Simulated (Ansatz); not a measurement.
Consider the cleavage of the B–Al bond: `[CH3][Al]([SiH3])[BH]O` + CH₃OH → `COBO` + `[CH3][AlH][SiH3]`.

Gas-phase electronic energies from Ansatz, PBE0-D4/def2-TZVP geometries. CCSD(T)/CBS is the MP2 limit (def2-TZVPP, def2-QZVPP) plus CCSD(T) − MP2 in def2-TZVPP, frozen cores. This one scheme is used for every species. Each species was taken in one conformer, which may not be the lowest.

```
                 species  CCSD(T)/CBS(def2) energy (Eh)
`[CH3][Al]([SiH3])[BH]O`                     -673.94730
                   CH₃OH                     -115.61712
                  `COBO`                     -216.29255
      `[CH3][AlH][SiH3]`                     -573.34067
```

(1) Work out ΔE.

Largest T1 diagnostic among the species: 0.014.

Answers

(1) ΔE = (-216.29255) + (-573.34067) − (-673.94730) − (-115.61712) = -0.06880 Eh = -1.87 eV.

At CCSD(T), def2-SVP lies −0.24 eV from the extrapolated value and def2-TZVPP −0.02 eV. Leaving LDA and LC-ωPBE aside and taking each functional with its dispersion term where it has one, the values, not all of them listed here, spread over 0.34 eV, from B97M-V to revPBE-D4. LDA lies −0.14 eV from PBE without D4. From BLYP to BHLYP (50 % exact exchange), in def2-TZVPP and without D4, ΔE moves by −0.15 eV.
